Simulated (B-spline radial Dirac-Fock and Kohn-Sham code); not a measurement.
**Binding energies of Er at several levels of theory**

System: atomic erbium, configuration 1s2 2s2 2p6 3s2 3p6 3d10 4s2 4p6 4d10 4f12 5s2 5p6 5d1 6s1 (not the ground configuration).

The density-functional columns are spherical, spin-unpolarised Dirac-Kohn-Sham results without Breit or QED terms: −ε is minus the orbital energy of the initial state and ΔSCF the difference of two total energies. The reference in the last column comes from Dirac-Fock ΔSCF + Breit + QED. All numbers are from an atomic code on a B-spline grid, in eV; a selection of levels is shown. For the 1s level of heavy atoms much of the gap between ΔSCF and the reference is the Breit and QED part, -263.5 eV here; for other levels the error of the functional can be larger.

```csv
level,LDA −ε,LDA ΔSCF,Dirac-Fock
K,57242.0,57732.8,57480.6
L1,9612.2,9697.6,9755.7
L2,9160.1,9270.5,9262.1
L3,8244.3,8341.3,8355.7
M1,2152.8,2174.3,2221.2
M2,1953.6,1976.9,2006.2
M3,1761.3,1782.5,1813.0
M4,1418.9,1445.1,1450.1
M5,1376.8,1402.2,1408.8
N1,423.6,431.7,455.4
N2,344.0,352.0,368.8
N3,300.5,308.2,325.6
N4,169.1,176.6,182.6
N5,161.2,168.6,174.8
"N6,7",2.80,9.06,3.72
O2,29.79,34.58,32.68
O3,24.42,28.99,27.46
"O4,5",0.91,3.65,2.44
P1,3.90,6.18,5.01
```

Values without a named source are computed, but for edge energies of neutral atoms, which are taken from tables.
